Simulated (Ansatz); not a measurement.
Geometry optimisation, Ansatz 0.2.0, RKS B3LYP-D4/def2-SVP.

Input file:

```yaml
crystal:
  periodic: [false, false, false]
  atoms:
    - { symbol: Zn, position_ang: [-0.981205, -0.444689, 0.786375] }
    - { symbol: O, position_ang: [0.797043, -0.156693, 0.369554] }
    - { symbol: C, position_ang: [1.383469, -0.664254, -0.801478] }
    - { symbol: O, position_ang: [-2.62864, -0.836547, 1.312163] }
    - { symbol: H, position_ang: [0.350462, 2.052448, 0.243028] }
    - { symbol: F, position_ang: [-0.424489, 2.538618, 0.246666] }
    - { symbol: H, position_ang: [2.447085, -0.360234, -0.833381] }
    - { symbol: H, position_ang: [0.91243, -0.282268, -1.732206] }
    - { symbol: H, position_ang: [1.36677, -1.771336, -0.856158] }
    - { symbol: H, position_ang: [-3.222927, -0.074844, 1.265437] }
basis:
  gaussian: { orbitals: def2-SVP }
hamiltonian:
  xc: b3lyp
  dispersion: d4
relax:
  f_tol: 0.03
  max_steps: 50
```

Run as:

```bash
$ ansatz run input.yaml --threads 2 --pin off --max-ram 3072MiB --backend cpu --events-out ev --progress --plain --runs-dir out
```

Task: Where does it end, and by what steps?

Result: The forces met the threshold. After 12 steps the energy has fallen by 0.507 eV; H5 moved furthest, 0.59 Å. Joined: Zn1–F6.

| step | energy less start (eV) | largest force component (eV/Å) | accepted |
| --- | --- | --- | --- |
| 0 | 0.0000 | 0.968 | yes |
| 1 | -0.2143 | 0.763 | yes |
| 2 | -0.3728 | 0.373 | yes |
| 3 | -0.4115 | 1.543 | yes |
| 4 | -0.4832 | 0.463 | yes |
| 5 | -0.4986 | 0.313 | yes |
| 6 | -0.5045 | 0.095 | yes |
| 7 | -0.5055 | 0.075 | yes |
| 8 | -0.5057 | 0.049 | yes |
| 9 | -0.5065 | 0.059 | yes |
| 10 | -0.5067 | 0.093 | yes |
| 11 | -0.5070 | 0.033 | yes |
| 12 | -0.5070 | 0.029 | yes |

```xyz
10
Properties=species:S:1:pos:R:3
Zn -1.057 -0.042 0.687
O 0.721 0.112 0.149
C 1.433 -0.576 -0.846
O -2.626 -0.696 1.223
H 0.317 1.468 0.224
F -0.476 2.050 0.508
H 2.488 -0.248 -0.846
H 1.030 -0.402 -1.864
H 1.429 -1.667 -0.666
H -3.261 0.002 1.432
```

Time of the run: 48 s on 2 threads of Arm Neoverse V1 (shared host), peak memory 0.26 GiB.
